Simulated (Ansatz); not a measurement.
A run for Ansatz (a quantum-chemistry and plane-wave program): U-PBE0/def2-TZVPP on CrCl, 2S+1 = 4, a spin state set in the input, which need not be the lowest.

Ansatz 0.2 input:
```yaml
crystal:
  periodic: [false, false, false]
  atoms:
    - {symbol: Cr, position_ang: [0.00000000, 0.00000000, 0.00000000]}
    - {symbol: Cl, position_ang: [0.00000000, 0.00000000, 2.28900000]}
basis:
  gaussian:
    orbitals: def2-TZVPP
hamiltonian:
  xc: {name: PBE0}
magnetization: {spin_polarized: true, initial_magnetization: 3}
relax: {f_tol: 0.002, max_steps: 120}
```

The log:

```
WARN ansatz: RAYON_NUM_THREADS=2 ignored (pool sized by the plan → 2); use --threads N
Functional definition: PBE0
integrals: 0.03 GiB planned
836 factors; their error is unknown
mean field: 0.45 GiB planned
mean field evaluation 1: about -40923.5338 eV, gradient 5.6e1 eV
mean field evaluation 2: about -40790.7656 eV, gradient 1.5e2 eV
mean field evaluation 4: about -40931.4959 eV, gradient 1.4e1 eV
mean field evaluation 8: about -40932.4052 eV, gradient 9.6e-1 eV
mean field evaluation 16: about -40933.9884 eV, gradient 9.3e-1 eV
mean field evaluation 32: about -40934.1517 eV, gradient 2.4e-1 eV
mean field -40934.20554416 eV, -1504.3043075467 hartree, gradient 1.1e-6 eV, S^2 4.757085; 2 other end points of the search recorded, 0 dependent functions left out
the calculation of the forces begins
reference -40934.20557529 eV, -1504.3043086907 hartree; 22, 19 occupied and 84, 87 virtual orbitals, 836 factors
relax step   1: F+E_penalty+E_count = -40934.20554416 eV  Δ(F+E_penalty+E_count) = +0.000e0 eV  max|allowed force component| = 1.276e0 eV/Å  Δτ_max = 0.0000 Å  (230 SCF iters, accepted)
these checks for a lower state are left out or cut short: starts, cluster_reference, orbital_swaps, neighbouring_geometries, increment
integrals: 0.03 GiB planned
836 factors; their error is unknown
mean field: 0.45 GiB planned
mean field -40934.28234242 eV, -1504.3071298309 hartree, gradient 8.3e-6 eV, S^2 4.756415; 0 other end points of the search recorded, 0 dependent functions left out
the calculation of the forces begins
reference -40934.28237330 eV, -1504.3071309658 hartree; 22, 19 occupied and 84, 87 virtual orbitals, 836 factors
relax step   2: F+E_penalty+E_count = -40934.28234242 eV  Δ(F+E_penalty+E_count) = -7.680e-2 eV  max|allowed force component| = 3.121e-1 eV/Å  Δτ_max = 0.0464 Å  (69 SCF iters, accepted)
these checks for a lower state are left out or cut short: starts, cluster_reference, orbital_swaps, neighbouring_geometries, increment
integrals: 0.03 GiB planned
836 factors; their error is unknown
mean field: 0.45 GiB planned
mean field evaluation 64: about -40934.2860 eV, gradient 1.1e-6 eV
mean field -40934.28596670 eV, -1504.3072630207 hartree, gradient 1.1e-6 eV, S^2 4.756264; 0 other end points of the search recorded, 0 dependent functions left out
the calculation of the forces begins
reference -40934.28599755 eV, -1504.3072641544 hartree; 22, 19 occupied and 84, 87 virtual orbitals, 836 factors
relax step   3: F+E_penalty+E_count = -40934.28596670 eV  Δ(F+E_penalty+E_count) = -3.624e-3 eV  max|allowed force component| = 4.633e-2 eV/Å  Δτ_max = 0.0133 Å  (70 SCF iters, accepted)
these checks for a lower state are left out or cut short: starts, cluster_reference, orbital_swaps, neighbouring_geometries, increment
integrals: 0.03 GiB planned
836 factors; their error is unknown
mean field: 0.45 GiB planned
mean field -40934.28604185 eV, -1504.3072657823 hartree, gradient 1.4e-6 eV, S^2 4.756283; 0 other end points of the search recorded, 0 dependent functions left out
the calculation of the forces begins
reference -40934.28607270 eV, -1504.3072669161 hartree; 22, 19 occupied and 84, 87 virtual orbitals, 836 factors
relax step   4: F+E_penalty+E_count = -40934.28604185 eV  Δ(F+E_penalty+E_count) = -7.515e-5 eV  max|allowed force component| = 3.269e-3 eV/Å  Δτ_max = 0.0018 Å  (69 SCF iters, accepted)
these checks for a lower state are left out or cut short: starts, cluster_reference, orbital_swaps, neighbouring_geometries, increment
integrals: 0.03 GiB planned
836 factors; their error is unknown
mean field: 0.45 GiB planned
mean field -40934.28604223 eV, -1504.3072657963 hartree, gradient 3.9e-6 eV, S^2 4.756282; 0 other end points of the search recorded, 0 dependent functions left out
the calculation of the forces begins
reference -40934.28607308 eV, -1504.3072669300 hartree; 22, 19 occupied and 84, 87 virtual orbitals, 836 factors
relax step   5: F+E_penalty+E_count = -40934.28604223 eV  Δ(F+E_penalty+E_count) = -3.799e-7 eV  max|allowed force component| = 1.372e-5 eV/Å  Δτ_max = 0.0001 Å  (53 SCF iters, accepted)
integrals: 0.03 GiB planned
836 factors; their error is unknown
mean field: 0.45 GiB planned
mean field evaluation 96: about -40932.3919 eV, gradient 6.8e-1 eV
mean field -40934.28604223 eV, -1504.3072657963 hartree, gradient 3.9e-6 eV, S^2 4.756282; 3 other end points of the search recorded, 0 dependent functions left out
the calculation of the forces begins
reference -40934.28607308 eV, -1504.3072669300 hartree; 22, 19 occupied and 84, 87 virtual orbitals, 836 factors
Total energy: -40934.28607308 eV, -1504.3072669300 hartree
Atom 0 at    -0.000000    -0.000000     0.058026 Å, force    -0.000000     0.000000     0.000014 eV/Å
Atom 1 at     0.000000     0.000000     2.230974 Å, force     0.000000    -0.000000    -0.000014 eV/Å
Dipole moment:    -0.000000    -0.000000    -0.792204 e Å
```

Self-consistency was reached. Its determinant has ⟨S²⟩ = 4.76, a mixture of spin states.

Cost: about 90 core-seconds (a rough figure).
